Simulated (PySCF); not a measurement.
**Cd²⁰⁺ (cadmium, charge +20) across methods**

[Ar] 3d10, closed-shell 1S. Computed with PySCF 2.14 in an even-tempered Gaussian basis (17 s from 2.1 bohr⁻², ratio 2.5; 11 p from 2.7 bohr⁻², ratio 2.5; 8 d from 2.7 bohr⁻², ratio 2.5; 4 f from 14 bohr⁻², ratio 2.7; 4 g from 22 bohr⁻², ratio 2.7), with the non-relativistic Hamiltonian (point nucleus).

| method | E (hartree) | mean ε 3s (eV) | mean ε 3p (eV) | mean ε 3d (eV) | Σ⟨r²⟩ (bohr²) | ⟨S²⟩ |
| --- | --- | --- | --- | --- | --- | --- |
| PBE0 | -5300.38 | -1239.4 | -1135.7 | -945.99 | 2.574 | 0.000 |
| TPSS | -5300.51 | -1226.9 | -1124.0 | -936.27 | 2.576 | 0.000 |
| BP86 | -5301.13 | -1224.3 | -1122.8 | -936.49 | 2.574 | 0.000 |
| LDA | -5295.29 | -1222.5 | -1121.9 | -936.38 | 2.578 | 0.000 |
| PBE | -5300.15 | -1224.0 | -1122.5 | -936.29 | 2.576 | 0.000 |
| UHF | -5299.47547 | -1283.6 | -1173.1 | -973.10 | 2.569 | 0.000 |

Question: Estimate the same row for r2SCAN.

Answer: E (hartree) = -5300.79; mean ε 3s (eV) = -1233.8; mean ε 3p (eV) = -1129.5; mean ε 3d (eV) = -939.36; Σ⟨r²⟩ (bohr²) = 2.572; ⟨S²⟩ = 0.000.

A non-relativistic calculation at this Z misses sizeable relativistic shifts.
